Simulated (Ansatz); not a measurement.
def2 core potentials replace the inner electrons of Sn.

Z-matrix (Å, degrees):
```
Sn
O 1 1.9804
H 2 0.9652 1 110.23
O 1 1.9815 2 106.89 3 7.81
H 4 0.9655 1 109.74 2 -108.37
O 1 1.9827 2 106.89 3 -104.10
H 6 0.9652 1 110.54 2 -8.42
C 1 2.1468 2 111.70 3 133.25
H 8 1.0999 1 106.47 2 -42.66
H 8 1.1006 9 108.88 1 113.26
C 8 1.4878 9 112.77 10 125.95
C 11 1.3359 8 125.16 9 12.13
H 12 1.0925 11 121.16 8 179.02
H 12 1.0947 13 117.20 11 179.90
H 11 1.0968 12 118.89 13 0.73
```
Charge 0, multiplicity 1.

Task: Estimate the total energy, HOMO–LUMO gap, LUMO, dipole moment and HOMO that CAM-B3LYP-D3(BJ)/def2-TZVP // PBE0-D3(BJ)/def2-SVP run with Ansatz (a program for electronic structure) returns for this input.

Result: 
```
Item                 Result
-------------  ------------
total energy   -559.1457 Ha
HOMO–LUMO gap       8.40 eV
LUMO               -0.19 eV
dipole moment        0.53 D
HOMO               -8.59 eV
```
